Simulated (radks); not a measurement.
Q: The mean radii <r> (bohr) of the occupied orbitals of an atom or ion are listed with their occupations. Calculated with a radial shooting solver on a logarithmic mesh with Libxc functionals: Dirac Kohn-Sham, PBE, spin-unpolarised, spherical densities, finite nucleus; Fermi nuclear charge, rms radius of each element as measured or else 0.836 A^(1/3) + 0.57 fm.

orbital  occ.     <r>
1s1/2       2  0.2296
2s1/2       2   1.245
2p1/2       2   1.277
5s1/2       1   20.61

Name the element and its charge. Open shells, if any, fill j = l - 1/2 first.

A: Z = 7, nitrogen, charge 0: N in [He] 2s2 2p2 5s1. The 1s radius gives Z: for a bare nucleus <r> = (2 gamma + 1)/(2Z) with gamma = sqrt(1 - (Z/c)^2), 0.2141 bohr for Z = 7, and screening makes it slightly larger (0.2296 here). The occupations add up to 7, and the charge is Z minus that.
